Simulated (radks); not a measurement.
Results of a calculation; reference values are marked as such.
All-electron atom: Ho3+ in [Xe] 4f10 (the NIST ground configuration). Code: a radial shooting solver on a logarithmic mesh with Libxc functionals. Model: scalar-relativistic Kohn-Sham, Slater X-alpha with alpha = 0.745, spin-polarised, spherical densities, finite nucleus; open shells are filled with parallel spins first (spin-orbit coupling, left out, can overturn this in heavy ions); Fermi nuclear charge, rms radius 5.2022 fm.

Unscreened Slater integrals over Kohn-Sham orbitals (eV). They are taken over the spin-up orbitals.

F0(4f,4f): 32.997
F2(4f,4f): 15.579
F4(4f,4f): 9.7526
F6(4f,4f): 7.0100
F0(4f,5p): 20.496
F2(4f,5p): 6.9597
G2(4f,5p): 3.5294
G4(4f,5p): 2.7440
F0(4f,5s): 23.013
G3(4f,5s): 4.1841
F0(5p,5p): 17.021
F2(5p,5p): 9.1828
F0(5p,5s): 18.192
G1(5p,5s): 12.164
F0(5s,5s): 19.721

Derived for the open shells (J is the average intra-shell exchange parameter used in DFT+U). 4f: F4/F2 = 0.626, F6/F2 = 0.450, J = (286 F2 + 195 F4 + 250 F6)/6435 = 1.260 eV.
